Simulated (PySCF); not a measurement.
# Heteronuclear NMR

Bonds (- single, = double, # triple, : aromatic): C1-C2, C2-C3, C2-C4, C4:C5, C5:N6, N6:N7, N7:C8, C8:N9, N9:C4. C1 carries H10, H11, H12; C2 carries H13; C3 carries H14, H15, H16; C5 carries H17; C8 carries H18.

[PySCF 2.14: coordinates at the GFN2-xTB level; PBE0/pcSseg-1 with gauge-including orbitals; equivalent nuclei averaged; isolated molecule; a single conformation; no relativistic terms]

Where does 15N resonate?

Answers


```json
{"atoms": "N6", "environment": "pyridine-type ring nitrogen", "σ (ppm)": "-230.1", "δ (ppm)": "64.0"}
{"atoms": "N7", "environment": "pyridine-type ring nitrogen", "σ (ppm)": "-165.0", "δ (ppm)": "3.9"}
{"atoms": "N9", "environment": "pyridine-type ring nitrogen", "σ (ppm)": "-55.4", "δ (ppm)": "-97.0"}
```

Shieldings were converted by a linear fit to measured shifts: 15N: δ = -148.07 − 0.921σ (rms 6.3 ppm, 71 shifts vs CH3NO2, solution or neat liquid). Occasional misses reach two or three times the rms, and more in compound classes unlike the fitted ones.

On a 500 MHz spectrometer 15N resonates near 50.7 MHz, so 1 ppm is 50.7 Hz.
